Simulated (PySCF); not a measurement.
Radial density of B(2+) (boron, charge +2)

LC-wPBE, [He] 2s1, 2S determinant. All numbers are calculated (PySCF 2.14, the non-relativistic Hamiltonian (point nucleus), in dyall-acv3z (15s9p4d2f, 76 functions)).

| r (bohr) | 4πr²ρ (e/bohr) | 4πr²(ρα − ρβ) |
| --- | --- | --- |
| 0.00429 | 0.01593 | 0.0006 |
| 0.00721 | 0.04378 | 0.0015 |
| 0.0121 | 0.1179 | 0.0041 |
| 0.0204 | 0.3070 | 0.0106 |
| 0.0343 | 0.7553 | 0.0260 |
| 0.0577 | 1.692 | 0.0576 |
| 0.0971 | 3.241 | 0.1066 |
| 0.163 | 4.796 | 0.1409 |
| 0.275 | 4.663 | 0.0860 |
| 0.462 | 2.316 | -0.0012 |
| 0.777 | 0.6523 | 0.2520 |
| 1.31 | 0.6973 | 0.6851 |
| 2.20 | 0.3213 | 0.3213 |
| 3.70 | 0.01738 | 0.0174 |
| 6.22 | 2.244e-05 | 0.0000 |
